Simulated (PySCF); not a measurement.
A structure optimised at PBE-D3(BJ)/def2-SVP, used in a PySCF frequency run:

```
C
H 1 1.1135
O 1 1.4720 2 108.61
B 3 1.3959 1 89.75 2 -115.68
N 4 1.4046 3 126.11 1 178.74
H 5 1.0173 4 123.04 3 179.97
H 5 1.0200 6 114.54 4 179.84
C 1 1.5150 2 110.43 3 122.30
H 8 1.1087 1 110.72 2 -61.17
H 8 1.1093 9 108.42 1 -121.36
H 8 1.1095 9 108.11 10 -117.38
C 1 1.5521 2 113.15 3 -103.48
H 12 1.1071 1 115.28 2 -4.59
H 12 1.1080 13 109.23 1 130.06
```
Charge 0, spin multiplicity 1.

**Question.** Write its SMILES and formula.

**Answer.** C[C@@H]1CB(N)O1, C₃H₈BNO

**Question.** What are its rotational constants (standard atomic weights)?

**Answer.** 8.4928, 2.4380, 2.1277 GHz
